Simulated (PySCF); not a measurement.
Calculation: ωB97X-D3(BJ)/def2-TZVP // PBE0-D3(BJ)/def2-TZVP in PySCF. Gas-phase values, no solvent. One relaxed conformer stands for a flexible species; it need not be the lowest. Excitations are Tamm–Dancoff values on a coarser integration grid. The basis has no diffuse functions, so Rydberg states are missing or too high.

Reference species (SMILES): `[SH][Ge]([SH])([Cl])[Cl]` (H–S–Ge–Cl torsion -83°, Cl–Ge–S–H torsion -178°) (neutral, multiplicity 1).

```yaml
S1 excitation (TDA): 5.54 eV
HOMO–LUMO gap: 10.94 eV
```

Changed species: `[Cl][Ge]([Cl])([Cl])[Cl]` (0 of 4 Cl replaced by SH; the reference has 2 of 4 Cl replaced by SH).

### Question
Give the shifts of the S1 excitation (TDA) and HOMO–LUMO gap.

### Answer
the S1 excitation (TDA) rises by 1.20 eV, to 6.74 eV; the HOMO–LUMO gap goes up by 1.19 eV, to 12.13 eV.
